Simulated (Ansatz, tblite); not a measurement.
Cage-LiF: gap (eV) at several levels, gas phase, relaxed structures; Ansatz, xTB through tblite. The structures are stationary points that may keep the symmetry of their start.

| species | state | geometry | GFN1-xTB | GFN2-xTB | PBE-D4/def2-TZVP | r2SCAN-D4/def2-TZVP | PBE0-D4/def2-SVP | PBE0-D4/def2-TZVP |
| --- | --- | --- | --- | --- | --- | --- | --- | --- |
| (LiF)9 cage of four- and six-membered rings, n = 9, cage 1 | singlet | PBE-D4/def2-SVP | 4.37 | 7.11 | 6.83 | 7.88 | 9.23 | 9.46 |
| (LiF)11 cage of four- and six-membered rings, n = 11, cage 1 | singlet | r2SCAN-D4/def2-SVP | 4.23 | 7.29 | 6.79 | 7.82 | 9.19 | 9.42 |
| (LiF)12 cage of four- and six-membered rings, n = 12, cage 2 | singlet | r2SCAN-D4/def2-SVP | 4.11 | 7.29 | 6.73 | 7.76 | 9.14 | 9.36 |
| (LiF)12 cage of four- and six-membered rings, n = 12, cage 3 | singlet | PBE0-D4/def2-SVP | 4.42 | 7.78 | 7.04 | 8.01 | 9.46 | 9.67 |

Over the 4 species that have every level, the mean is 4.29 at GFN1-xTB, 7.37 at GFN2-xTB, 6.85 at PBE-D4/def2-TZVP, 7.87 at r2SCAN-D4/def2-TZVP, 9.25 at PBE0-D4/def2-SVP, 9.48 at PBE0-D4/def2-TZVP. Orbital gaps grow with the share of exact exchange and aren't one observable across functionals.
